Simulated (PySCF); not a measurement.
**CsK: frontier orbitals**

CAM-B3LYP at R = 4.387 Å; Cs def2-SVPD with ECP46, K def2-SVPD; scalar-relativistic core potentials (PySCF 2.14). State: ¹Σ⁺ (singlet), closed shell. Only the outer orbitals are listed, counted within each symmetry, core potentials removing the inner ones.

```csv
orbital,occ.,ε (eV),on Cs (%),main shells (%)
5σ,2,-31.07,100,100 Cs s
2π,2,-21.99,0,100 K p
2π,2,-21.99,0,100 K p
6σ,2,-21.98,0,100 K p
3π,2,-16.28,100,100 Cs p
3π,2,-16.28,100,100 Cs p
7σ,2,-16.23,100,100 Cs p
8σ,2,-3.33,52,"48 Cs s, 46 K s"
9σ,0,-0.75,60,"41 Cs s, 30 K s, 20 Cs p"
4π,0,-0.11,76,"76 Cs p, 24 K p"
4π,0,-0.11,76,"76 Cs p, 24 K p"
```

Which are the highest filled and the lowest empty level, where do they sit, and how wide is the gap?

Highest filled 8σ at -3.33 eV (in %: 48 Cs s, 46 K s); lowest empty 9σ at -0.75 eV (in %: 41 Cs s, 30 K s, 20 Cs p); the gap at CAM-B3LYP is 2.58 eV.

```
bond order (Mayer)                              : 1.00
⟨S²⟩                                            : 0.000
charge on Cs (Mulliken, basis-dependent)        : -0.04
charge on Cs (Löwdin, basis-dependent)          : 0.02
dipole moment (positive dipole means Cs(−)K(+)) : -2.10 D
polarisability along the bond                   : 831.4 bohr³
polarisability across the bond                  : 432.5 bohr³
```

Closed-shell solutions of metal pairs were not tested for spin polarisation, which can lower them a little. Spin–orbit coupling is left out.
